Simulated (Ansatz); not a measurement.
Cost and result for the atomization energy of C₄H₆F₄ (`CC(F)(F)C(F)CF`) (14 atoms, 13 bonds).

```xyz
14

C    -1.193    0.113    1.159
C    -0.643    0.745   -0.087
F    -1.410    0.400   -1.164
F    -0.722    2.097    0.022
C     0.801    0.396   -0.439
F     1.606    0.794    0.605
C     1.010   -1.071   -0.708
F     2.244   -1.261   -1.284
H    -1.240   -0.970    1.048
H    -2.198    0.497    1.333
H    -0.557    0.362    2.008
H     1.079    0.978   -1.323
H     0.244   -1.441   -1.394
H     0.980   -1.639    0.226
```

The species carries charge 0 and has multiplicity 1. All single points use the PBE0-D4/def2-TZVP geometry. It is one conformer, not always the lowest. Program: Ansatz. All runs use 2 threads of an AMD EPYC 7R13 on a shared host and a share of an NVIDIA H100 80 GB. Times are those of one run each, without the atoms' runs, and a repeat can differ threefold. Electronic energies, without spin–orbit coupling; frozen cores. CCSD(T)/CBS adds CCSD(T) − MP2 in def2-TZVPP to the MP2 limit, and its time is that of the two runs behind it. T1 = 0.011. HSE06 is the plane-wave form, built on full-range PBE exchange.

CCSD(T)/CBS is a level of theory with its own doubt, some kJ/mol a heavy atom from the limit and from the frozen cores, so smaller differences don't rank the functionals.

| level | functions | wall time |
| --- | --- | --- |
| HSE06-D4/def2-TZVPP | 332 | 9 s |
| PBE-QIDH/def2-TZVPP | 332 | 13 s |
| BLYP-D4/def2-TZVPP | 332 | 14 s |
| ωB97M-V/def2-TZVPP (with forces) | 332 | 14 s |
| CCSD(T)/def2-SVP | 142 | 14 s |
| r2SCAN-D4/def2-TZVPP (with forces) | 332 | 16 s |
| B2PLYP/def2-TZVPP | 332 | 16 s |
| PBE-D4/def2-TZVPP (with forces) | 332 | 17 s |
| PBE0-D4/def2-TZVPP | 332 | 17 s |
| BHLYP-D4/def2-TZVPP | 332 | 18 s |
| CCSD(T)/def2-TZVPP | 332 | 19 s |
| MP2/def2-QZVPP | 636 | 21 s |
| CCSD(T)/CBS(def2) | – | 40 s |

(1) What atomization energy does each give, and how far from CCSD(T)/CBS? (Estimate.)

## Answers

(1) Computed: 
| level | atomization (kJ/mol) | difference from CCSD(T)/CBS | per bond |
| --- | --- | --- | --- |
| HSE06-D4/def2-TZVPP | 5671.9 | 44.1 | 3.4 |
| PBE-QIDH/def2-TZVPP | 5608.6 | -19.2 | -1.5 |
| BLYP-D4/def2-TZVPP | 5629.7 | 1.9 | 0.1 |
| ωB97M-V/def2-TZVPP (with forces) | 5651.8 | 24.0 | 1.8 |
| CCSD(T)/def2-SVP | 5386.2 | -241.6 | -18.6 |
| r2SCAN-D4/def2-TZVPP (with forces) | 5658.3 | 30.5 | 2.3 |
| B2PLYP/def2-TZVPP | 5567.0 | -60.8 | -4.7 |
| PBE-D4/def2-TZVPP (with forces) | 5815.3 | 187.5 | 14.4 |
| PBE0-D4/def2-TZVPP | 5667.1 | 39.3 | 3.0 |
| BHLYP-D4/def2-TZVPP | 5398.6 | -229.2 | -17.6 |
| CCSD(T)/def2-TZVPP | 5488.1 | -139.7 | -10.7 |
| MP2/def2-QZVPP | 5723.7 | 95.9 | 7.4 |
| CCSD(T)/CBS(def2) | 5627.8 | 0.0 | 0.0 |

In def2-TZVPP, CCSD(T) changes the Hartree–Fock value by +1437.6 kJ/mol (the triples alone add +93.2 kJ/mol) and MP2 by +1591.3 kJ/mol; breaking electron pairs costs correlation energy, which Hartree–Fock lacks. From BLYP to BHLYP (50 % exact exchange), in def2-TZVPP and without D4, the atomization energy moves by −200.1 kJ/mol: exact exchange takes away binding that semilocal exchange gives to molecules. Leaving LDA and LC-ωPBE aside and taking each functional with its dispersion term where it has one, the values spread over 416.7 kJ/mol, from BHLYP-D4 to PBE-D4. LDA lies +840.4 kJ/mol from PBE without D4, its usual overbinding.
